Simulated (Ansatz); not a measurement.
Reaction (isomerisation): `C[C@H](F)[Si@H](F)Cl` → `F[C@@H]([SiH3])[C@@H](F)Cl`

Computed with Ansatz on PBE0-D4/def2-TZVP structures; ΔE is electronic, products minus reactants. CCSD(T)/CBS is the MP2 limit (def2-TZVPP, def2-QZVPP) plus CCSD(T) − MP2 in def2-TZVPP, frozen cores. One conformer a species, not always the lowest.

`C[C@H](F)[Si@H](F)Cl`:

Cartesian coordinates in Å:
```
C 0.777 -0.257 -1.207
C -0.271 0.475 -0.405
F 0.082 1.826 -0.300
Si -0.456 -0.175 1.355
F -0.813 -1.725 1.263
Cl -1.978 0.781 2.309
H 1.752 -0.223 -0.715
H 0.877 0.191 -2.198
H 0.489 -1.305 -1.330
H -1.239 0.437 -0.919
H 0.782 -0.024 2.146
```

`F[C@@H]([SiH3])[C@@H](F)Cl`:

Z-matrix (Å, degrees):
```
C
Si 1 1.915
C 1 1.506 2 112.9
F 1 1.383 2 108.3 3 123.1
H 1 1.097 2 109.6 3 -119.4
H 2 1.486 1 108.0 3 52.0
H 2 1.483 1 107.4 3 170.3
H 2 1.480 1 110.0 3 -69.1
F 3 1.362 1 111.0 2 53.3
Cl 3 1.774 1 112.0 2 174.8
H 3 1.093 1 109.9 2 -66.7
```

```tsv
species	MP2/def2-QZVPP energy (Eh)
`C[C@H](F)[Si@H](F)Cl`	-1027.50603
`F[C@@H]([SiH3])[C@@H](F)Cl`	-1027.35275
```

Work out ΔE.

ΔE = (-1027.35275) − (-1027.50603) = 0.15328 Eh = +4.17 eV. CCSD(T)/CBS gives +4.04 eV.

Largest T1 diagnostic among the species: 0.012.

From PBE to PBE0 (25 % exact exchange), in def2-TZVPP and without D4, ΔE moves by +0.12 eV.
